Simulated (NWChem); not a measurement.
System: CH3BeFO; SMILES C[O][Be][F]

```xyz
7

Be    -0.0021    -0.8243     0.0010
F      0.0021    -2.2243    -0.0005
O     -0.0076     0.5685     0.0011
C      0.0045     1.9502    -0.0008
H     -0.6951     2.3625     0.7617
H      1.0201     2.3478     0.2258
H     -0.3018     2.3564    -0.9916
```
Atoms are numbered in this order, from 1.

Results from NWChem. All runs use the structure optimised with PBE-D3(BJ)/def2-SVP. Total energies of different functionals are on different scales.

| level | energy (Ha) | highest occupied level (eV) | orbital gap (eV) | dipole (D) |
|---|---|---|---|---|
| B3LYP/def2-SVP | -229.6774 | -8.13 | 7.87 | 2.40 |
| PBE/def2-SVP | -229.4005 | -6.80 | 6.11 | 2.33 |
| CAM-B3LYP/def2-SVP | -229.5845 | ___ | ___ | 2.42 |
| LC-BLYP (range parameter 0.33 per bohr)/def2-SVP | -229.1893 | -10.67 | 12.09 | 2.40 |
| OLYP/def2-SVP | -229.5926 | -6.70 | 5.80 | 2.27 |
| BLYP/def2-SVP | -229.6190 | -6.68 | 5.98 | 2.31 |
| LRC-wPBEh/def2-SVP | -229.4376 | -10.29 | 11.84 | 2.41 |

Question: What belongs in the gaps?

Answer: 
- CAM-B3LYP/def2-SVP, highest occupied level (eV): -9.84
- CAM-B3LYP/def2-SVP, orbital gap (eV): 10.58
